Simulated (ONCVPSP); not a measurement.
Building the ONCV potential for thallium (Tl) (LDA (Perdew-Wang 92), scalar-relativistic).

ONCVPSP 4.0.1 input, shortened (lines: element, Z, core and valence counts, functional; n l f; lmax; l rc ep ncon nbas qcut; lloc lpopt rc5 dvloc0; l nproj debl; icmod fcfact rcfact), LDA (Perdew-Wang 92), scalar-relativistic:

```
  Tl 81.00   10    5  -001012      upf
    1    0    2.00
    2    0    2.00
    2    1    6.00
    3    0    2.00
    3    1    6.00
    3    2   10.00
    4    0    2.00
    4    1    6.00
    4    2   10.00
    4    3   14.00
    5    0    2.00
    5    1    6.00
    5    2   10.00
    6    0    2.00
    6    1    1.00
    2
    0    1.45    0.00    4    7    8.00
    1    1.35    0.00    3    7   12.40
    2    1.85    0.00    4    8    9.80
    4    5    1.10    3.00
    0    2    2.30
    1    2    2.00
    2    3    3.40
    3    4.75    1.75
```

Poles of the logarithmic derivatives, all-electron (AE) and pseudo (PS). s: poles at -4.4 (AE) and -4.4 (PS) Ha. p: poles at -1.4 (AE) and -1.4 (PS) Ha. d: poles at 0.0 (AE) and 0.0 (PS) Ha. Test radii: s 1.47, p 1.37, d 1.88 bohr.

- Cutoffs needed: 50 Ha and 58 Ha (the cutoffs (Ha) at which the residual kinetic energy of the hardest occupied pseudo-wave falls to 1 and 0.1 mHa per electron)
- Ghost test: no bound ghost flagged; GHOST(+) flagged for s at 220.2 eV
- Configuration tests: 1 of 4 tests not solved or not reliable
- rms error of d²Exc/dni dnj: 5.79 mHa without and 2.61 mHa with the model core
